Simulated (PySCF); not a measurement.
Structure problem from calculated spectra and properties.

Elements present: C, Cl, H, N and Si. Monoisotopic mass: 205.9057 u.

* Dipole: 1.81 D [CAM-B3LYP/def2-SVPD]
* Triplet: lowest triplet excitation (Tamm–Dancoff): 5.61 eV [TDA CAM-B3LYP/def2-SVPD]
* Polarisability: 113.6 au [CAM-B3LYP/def2-SVPD]
* Rotational structure: rotational constants A, B, C: 1.391, 0.619, 0.594 GHz [PBE0-D3(BJ)/def2-SVP]
* 13C NMR: chemical shifts (computed TMS as zero) by class: 118.7 (1 C) ppm [GIAO KT2/pcSseg-1]
* UV, strongest line: among the 10 lowest singlet transitions: S9 at 7.22 eV (172 nm, f = 0.042) [TDDFT CAM-B3LYP/def2-SVPD]
* UV, first state: lowest singlet excitation: 6.11 eV (203 nm, f = 0.025) [TDDFT CAM-B3LYP/def2-SVPD]

Electronic properties: PySCF, gas phase, density fitting. Levels stand in brackets. Geometry: PBE0-D3(BJ)/def2-SVP; no solvent, vibrations or thermal averaging. NMR values are class means; diastereotopic atoms form classes of their own.

Task: Which formula fits the mass and the elements?

Result: CH5Cl3N2Si2 (calculated 205.9057). No other formula that holds each of these elements comes within 0.0003 u with a fitting electron parity and a possible valence count.

Task: What is the compound? Reason from the data.

Result: Numbering: `[Cl:1][C:2]([Cl:3])([Cl:4])[SiH:5]1[NH:6][SiH2:7][NH:8]1`. Its formula, CH5Cl3N2Si2, gives 1 degree of unsaturation: 1 ring and 0 π bonds in the structure found. The one carbon: CCl3 carbon [C2] (118.7 ppm). By its constants the optimised geometry is an asymmetric top. Structure: `ClC(Cl)(Cl)[SiH]1N[SiH2]N1`. The assignments are read from this structure; whether some other isomer fits the data as well wasn't checked. NMR values of atoms bound to several Cl lack the spin–orbit term that these neighbours bring.

The values belong to the conformer `[Cl:1][C:2]([Cl:3])([Cl:4])[SiH:5]1[NH:6][SiH2:7][NH:8]1`: Cl1–C2–Si5–N6 169°.
